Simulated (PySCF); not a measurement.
# Ions at one geometry of Pb(SH)2

PySCF 2.14.0, RKS PBE0, Pb def2-SVP with ECP60, S def2-SVP, H def2-SVP; non-relativistic Hamiltonian with scalar-relativistic core potentials where named; density fitting; no spin-orbit coupling; singlets restricted, open shells unrestricted. The geometry is relaxed for charge 0, singlet, vacuum:

```xyz
5

Pb    0.0000    0.0000   -0.8250
S     1.8284   -0.1199    0.9416
H     2.8092   -0.2000    0.0135
S    -1.8284    0.1199    0.9416
H    -2.8092    0.2000    0.0135
```

Energies count from the relaxed state; an electron taken off or put on is at rest in vacuum. Charges and spins are Mulliken's.

```
                     state  energy (eV)  spin squared  charge on Pb1 (e)  spin on Pb1 (e)  dipole about the centre of mass (D)
 charge 0, singlet, vacuum         0.00          0.00               0.47             0.00                                 4.32
charge +1, doublet, vacuum         8.78          0.79               0.72            -0.18                                 0.80
```

Task: What does the state charge -1, doublet, vacuum give?

Result: energy (eV) -0.64, spin squared 0.75, charge on Pb1 (e) -0.14, spin on Pb1 (e) 0.93, dipole about the centre of mass (D) 4.58.

With an electron taken off (doublet) the charges change, summed by element, by Pb +0.25 e, S +0.59 e, H +0.16 e. The vertical ionisation energy is 8.78 eV, against −ε(HOMO) = 6.85 eV of the relaxed state. The level lies 1.9 eV too high, as is usual for semilocal functionals and global hybrids, which keep a self-interaction error.

With an electron put on (doublet) the charges change, summed by element, by Pb -0.62 e, S -0.27 e, H -0.12 e. The vertical electron affinity is 0.64 eV, against −ε(LUMO) = 2.42 eV of the relaxed state. The basis has no diffuse functions, which an added electron needs. The added electron's level lies above zero.

Open shells may have lower solutions than those found.
